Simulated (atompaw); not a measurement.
## LDA (PW92) PAW (atompaw) dataset for zirconium, scalar-relativistic all-electron reference.

* Element: Zr
* Generator: atompaw 4.2.0.5
* Type: PAW
* Functional: LDA (PW92)
* Relativity: scalar-relativistic
* Frozen core: [Ar] 3d10
* Valence charge: 12
* Reference configuration: 4s2 4p6 4d2 5s2 5p0
* Partial waves: 4s (bound): rc 2.15 bohr; 5s (bound): rc 2.05 bohr; 4p (bound): rc 1.65 bohr; 5p (bound, empty): rc 2.65 bohr; 4d (bound): rc 2.25 bohr; 4d channel at 0.75 Ry: rc 2.25 bohr
* Local potential: bessel scheme, radius 2.00 bohr
* Core correction: smooth core density matched at 2.40 bohr
* Augmentation charge: besselshape compensation charge, radius 2.05 bohr; PAW radius 2.65 bohr; waves and projectors: custom rrkj gramschmidtortho

All-electron outer shells of the reference configuration (LDA (PW92), scalar-relativistic, ld1.x):

| shell | level (eV) | outermost node (bohr) | outermost maximum (bohr) |
| --- | --- | --- | --- |
| 3p | -317.23 | 0.18 | 0.40 |
| 3d | -174.94 | – | 0.35 |
| 4s | -54.52 | 0.55 | 1.08 |
| 4p | -32.51 | 0.56 | 1.17 |
| 5s | -4.59 | 1.47 | 3.11 |
| 4d | -3.73 | 0.58 | 1.61 |
| 5p | -1.55 | 1.70 | 4.15 |

(1) Estimate the cutoffs (Ry, on a coarse ladder) from which the occupation-weighted sum of valence levels, in a spherical-Bessel basis at the reference potential, stays within 10 and 1 mRy of its value at 400 Ry.

(2) Does the potential have ghost states?

(3) Is the overlap operator S = 1 + Σ q|β⟩⟨β| positive definite (Bessel basis up to 400 Ry)?

(4) Which valence shell sets the plane-wave cutoff?

## Answers

(1) 30 Ry and 50 Ry.

(2) No extra level below or beside the all-electron valence levels (s, p, d, f tested).

(3) Yes: its lowest eigenvalue is 0.07 (s channel).

(4) 4p: its level needs 30 Ry to come within 1 mRy, against 21 Ry for 5s.
